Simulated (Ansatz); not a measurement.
Several settings on one geometry of IrCl(PH3)3 (P3IrH9Cl) (that of the charge 0 singlet, PBE-D4/def2-SVP). Ansatz on 4 threads of Arm Neoverse V1 on a shared host; times are rough.

```xyz
14

Ir    0.4557    0.0062   -0.0058
Cl    2.8487    0.0119   -0.0616
P     0.6431    2.2799   -0.0270
H    -0.5092    3.1384   -0.0113
H     1.3315    2.8800   -1.1296
H     1.3771    2.9005    1.0344
P    -1.7558   -0.0091    0.0448
H    -2.5142   -0.7117   -0.9617
H    -2.4916    1.2257   -0.0275
H    -2.4716   -0.5568    1.1724
P     0.6827   -2.2730   -0.0066
H     1.4072   -2.8587    1.0808
H     1.4256   -2.8511   -1.0848
H    -0.4293   -3.1822   -0.0167
```

Totals from different functionals, basis sets or treatments of relativity can't be compared as stabilities.

In the def2 sets Ir takes a core potential; there is no spin–orbit coupling.

Scalar relativity in a set contracted without it gives distorted totals.

The spins typed aren't always the lowest for that charge.

Task: Give the basis size and estimate the energy, ⟨S²⟩ and time of these runs.

```tsv
run	method	charge	state	further keys
1	RKS r2SCAN-D3(BJ)-ATM/def2-SVPD	0	singlet	point_charges: [{charge: -1.00, position_ang: [5.876, 0.009, 0.032]}]; pseudopotentials: {relativity: scalar}; forces asked
2	RKS ωB97/def2-mTZVP	0	singlet	scf: {omitted_lower_state_checks: [starts]}
3	UKS ωB97/def2-SVP	1	doublet	forces asked
4	RKS B97M-V/def2-mTZVP	0	singlet	point_charges: [{charge: 1.00, position_ang: [7.794, 0.545, -0.743]}]; scf: {omitted_lower_state_checks: [starts]}; forces asked
5	RKS rPW86-PBE/def2-mTZVP	0	singlet	nuclear_model: gaussian; scf: {omitted_lower_state_checks: [starts]}
```

Result: 
| run | functions | energy (Eh) | ⟨S²⟩ | wall time |
| --- | --- | --- | --- | --- |
| 1 | 206 | -1597.0497 | – | 10 s |
| 2 | 151 | -1594.0802 | – | 8 s |
| 3 | 149 | -1593.3541 | 0.75 | 46 s |
| 4 | 151 | -1593.7299 | – | 15 s |
| 5 | 151 | -1595.6885 | – | 5.5 s |
